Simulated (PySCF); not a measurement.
**Fine-structure interval of Ar(13+) by level of theory**

Ar(13+) [He] 2s2 2p1 [2p1/2^1, M_J = 1/2] → Ar(13+) [He] 2s2 2p1 [2p3/2^1, M_J = 3/2], as a difference of total energies. Computed with PySCF 2.14 in an uncontracted even-tempered set (17 s from 2.3 bohr⁻², ratio 2.4; 11 p from 3 bohr⁻², ratio 2.4; 5 d from 11 bohr⁻², ratio 2.6; 5 f from 16 bohr⁻², ratio 2.6), with the two-component X2C-1e Hamiltonian. Correlated levels: nothing frozen; the 34 highest virtual spinors dropped. "Screened" scales the spin-orbit matrix elements by Boettger's factors to mimic the two-electron term; Breit and QED terms are absent.

| method | fine-structure interval (cm⁻¹) |
| --- | --- |
| GHF (screened spin-orbit) | 24725 |
| GMP2 (screened spin-orbit) | 23811 |
| GHF (bare spin-orbit) | 27746 |
